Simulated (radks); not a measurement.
Task: Pb, 82 electrons, occupied as [Xe] 4f14 5d9.75 6s2 6p2 7s0.25 (fractional occupations, a model configuration). Calculated with a radial shooting solver on a logarithmic mesh with Libxc functionals: Dirac Kohn-Sham, PBEsol, spin-unpolarised, spherical densities, point nucleus; open shells fill j = l - 1/2 first. Some entries of the table are withheld. Estimate them.

orbital  occ.  eigenvalue (eV)  r(max) (bohr)
1s1/2       2        -87952.61       0.009838
2s1/2       2        -15718.74        0.05737
2p1/2       2        -15094.49        0.04198
2p3/2       4        -12905.72        0.04970
3s1/2       2        -3773.575         0.1615
3p1/2       2              (1)            (2)
3p3/2       4              (3)            (4)
3d3/2       4        -2541.645         0.1289
3d5/2       6        -2437.723         0.1331
4s1/2       2        -854.9078            (5)
4p1/2       2        -733.2033         0.3603
4p3/2       4        -613.5722         0.3920
4d3/2       4        -415.4669         0.3832
4d5/2       6        -393.1439         0.3928
5s1/2       2        -144.9806            (6)
4f5/2       6        -136.5982         0.3475
4f7/2       8        -131.5658         0.3519
5p1/2       2        -103.3965         0.8276
5p3/2       4         -80.9131         0.9047
5d3/2       4         -23.6722          1.053
5d5/2    5.75         -21.0581          1.085
6s1/2       2         -12.6762          1.957
6p1/2       2          -5.1034          2.370
6p3/2       0          -3.5363          2.716
7s1/2    0.25          -0.8407          7.071

Result: 
(1) 3p1/2 eigenvalue (eV): -3492.145
(2) 3p1/2 r(max) (bohr): 0.1504
(3) 3p3/2 eigenvalue (eV): -3003.829
(4) 3p3/2 r(max) (bohr): 0.1660
(5) 4s1/2 r(max) (bohr): 0.3628
(6) 5s1/2 r(max) (bohr): 0.7895
